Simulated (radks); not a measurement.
Results of a calculation; reference values are marked as such.
The mean radii <r> (bohr) of the occupied orbitals of an atom or ion are listed with their occupations. Code: a radial shooting solver on a logarithmic mesh with Libxc functionals. Model: non-relativistic Kohn-Sham, PBE, spin-polarised, spherical densities, point nucleus.

| orbital | occ. | <r> |
|---|---|---|
| 1s up | 1 | 0.02126 |
| 1s down | 1 | 0.02126 |
| 2s up | 1 | 0.08599 |

Name the element and its charge. Open shells, if any, are filled with parallel spins first.

Answer. Z = 71, lutetium, charge +68: Lu68+ in [He] 2s1. The 1s radius gives Z: for a bare nucleus <r> = 1.5/Z, 0.02113 bohr for Z = 71, and screening makes it slightly larger (0.02126 here). The occupations add up to 3, and the charge is Z minus that.
